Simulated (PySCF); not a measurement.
C2H4NO, SMILES C[N]C=O, multiplicity 2. Geometry: PBE0-D3(BJ)/def2-SVP. The isomer is the one that the SMILES or the coordinates give; other isomers of the formula were not compared. Other conformers were not sampled.

Problem. Give the equilibrium geometry at PBE0-D3(BJ)/def2-SVP (PySCF confirms it by a frequency run) as Cartesian coordinates in Å. (The exact figures need the calculation; the answer reports its results.)

Solution. One answer among several that fit: 
```xyz
8

C     -1.4419    -0.2568     0.0924
N     -0.3154    -0.2683    -0.7745
C      0.9196    -0.0551    -0.2200
O      1.1115     0.6369     0.7616
H     -2.2282     0.3953    -0.3224
H     -1.8764    -1.2756     0.0975
H     -1.1976     0.0355     1.1277
H      1.7522    -0.5009    -0.8079
```
Charge 0, spin multiplicity 2.
